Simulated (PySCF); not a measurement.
## Simulated absorption spectrum

C₉H₇P.
SMILES: `c1cc2c(cc1)pccc2`

Method used: TDDFT CAM-B3LYP/def2-SVPD, vertical, gas phase, core orbitals frozen in the response (PySCF 2.14.0, density-fitted response routines). Isolated species at its PBE0-D3(BJ)/def2-SVP geometry, gas phase.

Broadening: Gaussians 0.3 eV wide at half height, area fixed by f = 4.319×10⁻⁹ ∫ε dν̃. The cross-section is σ = 3.8235×10⁻²¹ ε cm², given in Mb (10⁻¹⁸ cm²). The width is an assumption, not a result. The curve ends short of the highest state used, and states not computed would add to its high-energy end.

E (eV), σ (Mb) and a bar:
```
     3.61       0.06 
     3.65       0.18 
     3.69       0.49 
     3.72       0.94 
     3.76       2.09 
     3.80       4.20 
     3.83       6.64 #
     3.87      11.22 #
     3.91      17.19 ##
     3.94      22.19 ##
     3.98      28.64 ###
     4.02      33.55 ####
     4.05      35.47 ####
     4.09      35.19 ####
     4.13      31.92 ###
     4.16      28.07 ###
     4.20      22.17 ##
     4.24      16.50 ##
     4.27      12.89 #
     4.31       9.12 #
     4.35       6.44 #
     4.38       4.96 #
     4.42       3.48 
     4.46       2.42 
     4.49       1.85 
     4.53       1.40 
     4.57       1.31 
     4.60       1.46 
     4.64       1.93 
     4.68       2.59 
     4.71       3.12 
     4.75       3.70 
     4.79       4.01 
     4.82       3.99 
     4.86       3.64 
     4.90       3.01 
     4.93       2.45 
     4.97       1.71 
     5.01       1.11 
     5.04       0.80 
     5.08       0.65 
     5.12       0.98 
     5.15       1.77 
     5.19       4.22 
     5.23       9.57 #
     5.26      16.76 ##
     5.30      32.75 ####
     5.34      58.50 ######
     5.37      85.13 #########
     5.41     129.56 ##############
     5.45     179.77 ####################
     5.48     216.20 ########################
     5.52     254.73 ############################
     5.56     273.14 ##############################
     5.60     266.44 #############################
     5.63     245.78 ###########################
```

Task: Locate the maxima and give the states behind the curve.

Result: 305 nm (4.07 eV), ε about 9400, made up of S1 (99%); 258 nm (4.80 eV), ε about 1100, made up of S3 (100%); 223 nm (5.57 eV), ε about 72000, made up of S5 (91%) (ε in L mol⁻¹ cm⁻¹; maxima over ε = 5, shares over 10%). The states used: S1 4.06 eV (f 0.103); S2 4.32 eV (f 0.011); S3 4.80 eV (f 0.012); S4 5.50 eV (f 0.088); S5 5.58 eV (f 0.723); S6 5.88 eV (f 0.013); S7 5.94 eV (f 0.0003); S8 6.12 eV (f 0.048); S9 6.20 eV (f 0.0002); S10 6.23 eV (f 0.215).

Task: On this curve, what absorbance would a 10⁻⁵ mol/L sample give at 266 nm over a 1 cm path?

Result: 266 nm is 4.661 eV, where ε is about 590 L mol⁻¹ cm⁻¹, so A = ε c l ≈ 0.0059 (Beer–Lambert, with the gas-phase spectrum and the assumed width).

Task: Coming from long wavelengths, where does ε first pass 100 L mol⁻¹ cm⁻¹?

Result: At about 337 nm (3.68 eV), 0.38 eV below S1.

Task: Does any computed singlet lie in the visible range?

Result: No computed singlet lies in the visible range (380 to 750 nm); the lowest, at 305 nm, stands 0.80 eV above its violet end (3.26 eV); a Tamm–Dancoff triplet lies at 503 nm, without intensity as long as spin–orbit coupling is left out.

All these states lie below the vertical ionisation energy of 8.02 eV (ΔSCF).
